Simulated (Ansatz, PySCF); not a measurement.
Lewis adduct: GaH3 (SMILES [GaH3]) (first 4 atoms) with H2O (SMILES O); geometry from B3LYP-D3(BJ)/def2-TZVP, rigid monomers moved along the line of their centres of mass till Ga1···O5 is 2.00 Å.
(charge 0, multiplicity 1):
```xyz
7

Ga     0.397    -0.376     0.685
H      1.883    -0.098     1.123
H     -0.229    -1.811     0.853
H     -0.287     0.626    -0.330
O     -0.447     0.393     2.332
H     -1.408     0.321     2.293
H     -0.242     1.332     2.423
```

Counterpoise-corrected where a basis set is named; no monomer relaxation.

Correlated levels freeze the cores. Filled d and f shells under p-block atoms count as core. CBS(a, b) extrapolates the correlation energy as X⁻³ and adds the Hartree–Fock energy of set b.

Run with Ansatz (a first-principles code) with Gaussian orbitals; PySCF for the dispersion terms. Each number belongs to the level named beside it.

PBE/def2-TZVPPD gives -10.29 kcal/mol for the interaction energy.

Question: Where do these levels fall relative to PBE: PBE-D3(BJ)/def2-TZVPPD, r2SCAN/def2-TZVPPD, PBE0/def2-TZVPPD, wB97M-V/def2-TZVPPD, MP2/CBS(aug-cc-pVDZ, aug-cc-pVTZ), CCSD(T)/CBS(aug-cc-pVDZ, aug-cc-pVTZ).

Answer: PBE-D3(BJ)/def2-TZVPPD -0.97; r2SCAN/def2-TZVPPD -4.18; PBE0/def2-TZVPPD -1.74; wB97M-V/def2-TZVPPD -2.35; MP2/CBS(aug-cc-pVDZ, aug-cc-pVTZ) -1.46; CCSD(T)/CBS(aug-cc-pVDZ, aug-cc-pVTZ) -1.41 kcal/mol. 0 of 6 lie above PBE; the widest gap is to r2SCAN/def2-TZVPPD.
